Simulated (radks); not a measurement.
Q: Dy IV, 63 electrons, occupied as [Xe] 4f9 (the NIST ground configuration). Method: scalar-relativistic Kohn-Sham, SCAN, spin-unpolarised, spherical densities, finite nucleus; meta-GGA in the generalised Kohn-Sham scheme; Fermi nuclear charge, rms radius 5.2218 fm; computed with a radial shooting solver on a logarithmic mesh with Libxc functionals. Some entries of the table are withheld. Estimate them.

| orbital | occ. | eigenvalue (hartree) | r(max) (bohr) | <1/r> (bohr^-1) |
|---|---|---|---|---|
| 1s | 2 | -1975.658 | 0.01338 | 74.55 |
| 2s | 2 | -330.8438 | (1) | 17.35 |
| 2p | 6 | -293.5386 | 0.06170 | 16.09 |
| 3s | 2 | (2) | 0.2151 | 6.391 |
| 3p | 6 | -63.43103 | 0.2115 | 5.982 |
| 3d | 10 | -48.60495 | 0.1732 | 5.665 |
| 4s | 2 | -15.95271 | 0.4941 | 2.687 |
| 4p | 6 | -12.13221 | 0.5158 | 2.467 |
| 4d | 10 | -6.91742 | 0.5341 | 2.177 |
| 5s | 2 | -2.92331 | 1.144 | 1.037 |
| 5p | 6 | (3) | 1.303 | 0.8828 |
| 4f | 9 | -1.26790 | 0.5345 | 1.621 |

A: 
(1) 2s r(max) (bohr): 0.07596
(2) 3s eigenvalue (hartree): -74.96526
(3) 5p eigenvalue (hartree): -1.99567
